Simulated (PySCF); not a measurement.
A run for PySCF: R-B3LYP/6-31G* on C3H6O2 (a complex), monomers drawn apart or pushed together.

```python
from pyscf import gto, scf, dft, mp
from pyscf.data.elements import chemcore

mol = gto.M(
    atom='''
    C    -0.58150730   -0.24367681   -0.01598849
    C     0.61768397    0.32000242    0.07119156
    H    -0.80659325   -1.16662531    0.50484006
    H    -1.37330316    0.19039615   -0.61470625
    H     0.85552135    1.23807526   -0.45262081
    H     1.40550771   -0.12684313    0.66566728
    O     0.31349729   -1.23722592    4.21525295
    C    -0.18091728   -0.26194678    4.70992704
    O    -0.63426849    0.80528462    4.04367452
    H    -0.32671218   -0.11825805    5.78895393
    H    -0.49517266    0.65702633    3.08527967
    ''',
    basis='6-31g*',
    cart=True,
    charge=0, spin=0, verbose=3, max_memory=1800)
mf = dft.RKS(mol, xc='b3lyp')
mf.conv_tol = 1e-8
mf.max_cycle = 100
mf.kernel()
if not mf.converged:
    mf = mf.newton().run(mf.mo_coeff, mf.mo_occ)
```

Output:

```
converged SCF energy = -268.346311008611
```

The run converged.

Cost: about 5 core-seconds (a rough figure).
